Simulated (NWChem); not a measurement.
Molecule: C₃H₇FSi; SMILES C[SiH2]/C=C\F

```xyz
12

C      0.2663    -2.5410     0.0000
Si    -0.4952    -0.8235     0.0000
C      0.8692     0.4658     0.0000
C      0.6503     1.7776     0.0000
F     -0.5800     2.2900     0.0000
H     -0.5151    -3.3163     0.0000
H      0.8949    -2.6926    -0.8914
H      0.8949    -2.6926     0.8914
H     -1.3625    -0.6450     1.2068
H     -1.3625    -0.6450    -1.2068
H      1.9221     0.1650     0.0000
H      1.4135     2.5642     0.0000
```
Atoms are numbered in this order, from 1.

The geometry was optimised at PBE0/def2-SVP. Not confirmed as a minimum by frequencies.

Problem. Give the principal values of the shielding tensors (ppm) of C1, Si2, C3, C4, F5 from KT2/pcSseg-1, GIAO (NWChem), with their diamagnetic and paramagnetic parts as GIAO splits them.

Solution. 
```
atom    σ11    σ22    σ33  isotropic  diamagnetic  paramagnetic
----  -----  -----  -----  ---------  -----------  ------------
C1    188.4  188.5  196.8      191.2        254.0         -62.7
Si2   392.5  410.2  455.2      419.3        883.5        -464.2
C3    -11.5  123.6  154.2       88.8        261.5        -172.7
C4    -77.5   73.9   74.8       23.7        252.4        -228.7
F5    110.0  239.9  355.6      235.2        474.9        -239.8
```
